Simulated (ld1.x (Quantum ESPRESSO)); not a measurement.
**What one change does to a pseudopotential (Zn, PAW)**

zinc, PAW, made with ld1.x (Quantum ESPRESSO) 7.5 (PBEsol, scalar-relativistic). Core [Ne], reference 3s2 3p6 3d10 4s2 4p0. Waves: 3s (bound): rcut 0.90, rcutus 1.15 bohr; 4s (bound): rcut 0.90, rcutus 1.15 bohr; 3p (bound): rcut 1.30, rcutus 1.45 bohr; 4p (bound, empty): rcut 1.30, rcutus 1.45 bohr; 3d (bound): rcut 0.70, rcutus 0.75 bohr; 3d channel at 1.6 Ry: rcut 0.70, rcutus 0.75 bohr. Local part: all-electron potential smoothed inside 1.30 bohr (lloc = -1). Core correction: Bessel-smoothed model core, default radius (core density twice the valence density). Augmentation charge: BESSEL, radius 0.80 bohr.

All-electron outer shells of the reference configuration (PBEsol, scalar-relativistic, ld1.x):

| shell | level (eV) | outermost node (bohr) | outermost maximum (bohr) |
| --- | --- | --- | --- |
| 2s | -1157.28 | 0.07 | 0.19 |
| 2p | -1003.46 | – | 0.15 |
| 3s | -128.92 | 0.28 | 0.59 |
| 3p | -83.26 | 0.25 | 0.59 |
| 3d | -10.17 | – | 0.56 |
| 4s | -6.00 | 0.85 | 2.09 |
| 4p | -1.07 | 0.92 | 3.04 |

Change: all radii but the core radius scaled by about 0.79 (s 0.90, p 1.14, d 0.60 bohr, rcut 0.70/1.02/0.56); local potential all-electron potential smoothed inside 1.02 bohr (lloc = -1); augmentation BESSEL, radius 0.64 bohr.

Cutoffs: the cutoffs (Ry, on a coarse ladder) from which the occupation-weighted sum of valence levels, in a spherical-Bessel basis at the reference potential, stays within 10 and 1 mRy of its value at 400 Ry; they do not see the model core or the augmentation charge, which bear on the density cutoff. Errors are all-electron minus pseudo energies relative to the spin-unpolarised reference configuration.

Predict the effect on cutoff, ghosts and configuration errors.

Of the 7 tests that both files solve, the error grows in 2 and shrinks in 4 by more than 15 % and 0.3 meV (median size 5.4 → 2.4 meV); neither file shows a bound ghost.

| quantity | base | changed |
| --- | --- | --- |
| cutoff, loose | 260 Ry | 300 Ry |
| cutoff, tight | over 300 Ry | over 300 Ry |
| loose cutoff by channel (10 mRy a level) | s 55 Ry, p 35 Ry, d 160 Ry | s 55 Ry, p 55 Ry, d 260 Ry |
| bound ghosts | none | none |
| error for 3s2 3p6 3d10 4s1 4p0, meV [ΔE 9.90 eV] | -1.0 | -0.8 |
| error for 3s2 3p6 3d10 4s0 4p0, meV [ΔE 28.25 eV] | -3.4 | -2.4 |
| error for 3s2 3p6 3d9 4s0 4p0, meV [ΔE 68.76 eV] | -3.8 | -5.8 |
| error for 3s2 3p6 3d9 4s2 4p0, meV [ΔE 17.93 eV] | +7.1 | -0.8 |
| error for 3s1 3p6 3d10 4s2 4p0, meV [ΔE 137.75 eV] | -5.4 | -34 |
| error for 3s2 3p5 3d10 4s2 4p0, meV [ΔE 91.89 eV] | +60 | -33 |
| error for 3s2 3p6 3d10 4s0 4p1, meV [ΔE 16.26 eV] | +9.8 | -0.8 |
| lowest overlap eigenvalue by channel | s 0.14, p 0.09, d 0.99 | s 0.39, p 0.09, d 0.99 |
